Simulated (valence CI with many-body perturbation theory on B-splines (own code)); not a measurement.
**Questions on Tm⁶⁴⁺**

Computed by valence CI with perturbative core correlation (CI+MBPT): three valence electrons over a frozen Dirac-Fock core [He], a basis of 11 s, 11 p, 9 d, 7 f, 5 g, 2 h, 1 i functions for each j, with the one-electron correlation potential Σ1, the two-electron term Σ2, the three-electron term Σ3, Breit, model QED; selected CI, second order for the rest (own B-spline code, finite nucleus).

No measured spectrum was set against this ion. As an estimate, large intervals hold to a few tenths of a per cent, small ones and those within an open d or f shell to about a per cent.

Levels are named by their leading jj configuration (3d3/2^4 stands for four electrons in 3d with j = 3/2), which in mixed levels can hold well under half, so a name can repeat and another be missing.

Rates and lifetimes use the calculated energies. Strong lines usually hold to 10 to 20 %, long lifetimes can be off by a factor of two.

Problem. What is the ground level?

Solution. (2s^2 2p1/2) J=1/2, composition 100 % 2s²2p ²P°, g = 0.623.

Problem. How well does LS coupling describe the low levels?

Solution. Among the lowest 20 levels the leading LS term, summed over configurations, holds 76 % on average. For single configurations the figures are 76 % in LS and 99 % in jj coupling. Terms mix most in the J = 3/2 level at 1592 eV, where the leading one holds 49 %.

Problem. Where does the other parity begin?

Solution. At (2s 2p1/2^2) J=1/2, 241 eV.

Problem. What is the ionisation energy?

Solution. 16030 eV; NIST lists 16036 ± 24 eV (theoretical).

Problem. Among levels below 11083 eV, which E1 lines absorb most strongly from the ground level?

Solution. to (2s^2 3d3/2) J=3/2 at 0.1307 nm, f = 0.562; to (2s 2p1/2 3p1/2) J=3/2 at 0.1335 nm, f = 0.204; to (2s 2p1/2 3p3/2) J=3/2 at 0.1289 nm, f = 0.154.

Problem. What are the static dipole polarisabilities of the lowest levels?

Solution. (2s^2 2p1/2) J=1/2 0.000215 bohr³, of which the core gives 3.04e-07.

Problem. Name the longest-lived excited levels whose lifetime is computed, and their main decay.

Solution. (2s 2p1/2 2p3/2) J=5/2 at 1273 eV lives 135 ps, mostly by E1 to (2s^2 2p3/2) J=3/2; (2s 2p1/2^2) J=1/2 at 241 eV lives 49.1 ps, mostly by E1 to (2s^2 2p1/2) J=1/2; (2s^2 2p3/2) J=3/2 at 1065 eV lives 47.3 ps, mostly by E1 to (2s 2p1/2^2) J=1/2.
